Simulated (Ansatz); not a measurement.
Computed with Ansatz on PBE0-D4/def2-TZVP structures; ΔE is electronic, products minus reactants. CCSD(T)/CBS adds triple-zeta CCSD(T) − MP2 to the extrapolated MP2 energy (def2 sets, frozen cores). This one scheme is used for every species. Functionals use def2-TZVPP. B3LYP here is the variant with VWN-RPA as its local correlation; programs differ in this. For Ti outer-core shells are correlated without core-valence functions, which leaves a few kJ/mol of doubt a bond. Scalar relativity is left out up to krypton. One conformer a species, not always the lowest.

Reaction (redistribution): `[CH3][Al]([NH2])[Cl]` + `[OH][Ti]([F])([SH])[Cl]` → `[CH3][Al]([NH2])[SH]` + `[OH][Ti]([F])([Cl])[Cl]`

`[CH3][Al]([NH2])[Cl]`:

Cartesian coordinates in Å:
```
C 0.143 -0.297 1.475
Al -0.002 -0.414 -0.453
N -0.202 0.981 -1.507
Cl 0.078 -2.285 -1.420
H -0.660 -0.860 1.959
H 0.093 0.736 1.828
H 1.086 -0.729 1.821
H -0.278 0.932 -2.510
H -0.257 1.936 -1.194
```

`[OH][Ti]([F])([SH])[Cl]`:

Z-matrix (Å, degrees):
```
Ti
F 1 1.748
S 1 2.276 2 108.8
O 1 1.752 2 112.9 3 115.6
Cl 1 2.197 2 108.6 3 -120.1
H 3 1.348 1 91.0 2 -52.1
H 4 0.958 1 146.1 2 -5.6
```

`[CH3][Al]([NH2])[SH]`:

Cartesian coordinates in Å:
```
C 0.316 1.596 -0.610
Al -0.272 -0.144 0.021
N 0.856 -1.351 0.648
S -2.411 -0.635 -0.035
H -0.041 2.393 0.049
H -0.078 1.809 -1.608
H 1.406 1.668 -0.657
H 1.852 -1.210 0.708
H 0.615 -2.265 0.994
H -2.243 -1.860 0.492
```

`[OH][Ti]([F])([Cl])[Cl]`:

Cartesian coordinates in Å:
```
O 0.674 -1.027 -0.623
Ti -0.191 0.255 0.198
F -0.172 1.682 -0.797
Cl 0.786 0.695 2.103
Cl -2.261 -0.357 0.537
H 1.163 -1.248 -1.417
```

Is it downhill or uphill in electronic energy at CCSD(T)/CBS, and by how much? (Best estimate.)

Computed: Uphill: ΔE = +1.2 kcal/mol.

What do these levels give: PBE0-D4, B3LYP-D4, ωB97X-V, ωB97M-V, PBE, MP2/def2-TZVPP, CCSD/def2-TZVPP, CCSD(T)/def2-TZVPP, MP2/def2-QZVPP, SCS-MP2/def2-QZVPP, HF/CBS(def2), MP2/CBS(def2)? (An estimate is asked.)

Ansatz gave: PBE0-D4 0.5, B3LYP-D4 1.0, ωB97X-V 0.3, ωB97M-V 0.8, PBE 0.4, MP2/def2-TZVPP 1.5, CCSD/def2-TZVPP 0.7, CCSD(T)/def2-TZVPP 1.0, MP2/def2-QZVPP 1.6, SCS-MP2/def2-QZVPP 1.4, HF/CBS(def2) -0.2, MP2/CBS(def2) 1.7 kcal/mol.

Largest T1 diagnostic among the species: 0.025, so the coupled-cluster value is less sure than usual.

In def2-TZVPP, CCSD(T) changes the Hartree–Fock value by +1.1 kcal/mol (the triples alone add +0.4 kcal/mol) and MP2 by +1.6 kcal/mol.
